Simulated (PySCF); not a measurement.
Isomers of C3H6FOSi (doublet state), one GFN2-xTB conformer each. Single-point energies are computed at B3LYP/pcH-1 (PySCF, gas phase, no added dispersion term), electronic only. GFN2-xTB treats the open shell by occupation alone, and not every SCF solution was tested for stability.

Question: Rank them by B3LYP/pcH-1 energy, lowest first (kcal/mol).
A. `[F:1]/[CH:2]=[CH:3]/[CH:4][O:5][SiH3:6]` (doublet state) with C2–C3–C4–O5 180°, C3–C4–O5–Si6 180°
B. `[F:1]/[CH:2]=[CH:3]/[CH2:4][O:5][SiH2:6]` (doublet state) with C2–C3–C4–O5 0°, C3–C4–O5–Si6 180°, C4–O5–Si6–H 64° and -64°
C. `[F:1]/[C:2]=[CH:3]\[CH2:4][O:5][SiH3:6]` (doublet state) with C2–C3–C4–O5 -126°, C3–C4–O5–Si6 174°

Answer: A (0.0), B (9.9), C (32.1).

GFN2-xTB itself gives, in the same order: 0.0, 15.7, 34.6. Both levels put the same isomer lowest; measured from each level's own lowest isomer, the values differ by up to 5.8 kcal/mol (F/C=C/CO[SiH2]: 15.7 against 9.9).
